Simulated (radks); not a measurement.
Al I, configuration [Ne] 3s2 3p1.

All-electron calculation, scalar-relativistic Kohn-Sham, exchange-only B88, spin-polarised, spherical densities, point nucleus; open shells are filled with parallel spins first. Program: a radial shooting solver on a logarithmic mesh with Libxc functionals.

Energy parts (Ry):
total: -484.68625
kinetic: 486.35935
electron-nucleus: -1160.61649
Hartree: 225.72935
exchange: -36.15846

Orbitals (lengths in bohr, moments of r in powers of bohr; r(90%) holds 90 % of the orbital's charge):
| orbital | occ. | eigenvalue (Ry) | <r> | r(90%) |
|---|---|---|---|---|
| 1s up | 1 | -111.0816 | 0.1202 | 0.215 |
| 1s down | 1 | -111.0784 | 0.1202 | 0.215 |
| 2s up | 1 | -7.86515 | 0.6269 | 0.993 |
| 2s down | 1 | -7.86114 | 0.6268 | 0.993 |
| 2p up | 3 | -5.04677 | 0.6041 | 1.02 |
| 2p down | 3 | -5.04134 | 0.6038 | 1.02 |
| 3s up | 1 | -0.54674 | 2.563 | 3.94 |
| 3s down | 1 | -0.47487 | 2.543 | 3.93 |
| 3p up | 1 | -0.18282 | 3.538 | 5.69 |
| 3p down | 0 | -0.10932 | 3.715 | 6.13 |

The highest occupied level is 3p up at -2.487 eV. The density falls to 0.001 e/bohr^3 at r = 4.57 bohr. Spin moment in Bohr magnetons: 1.
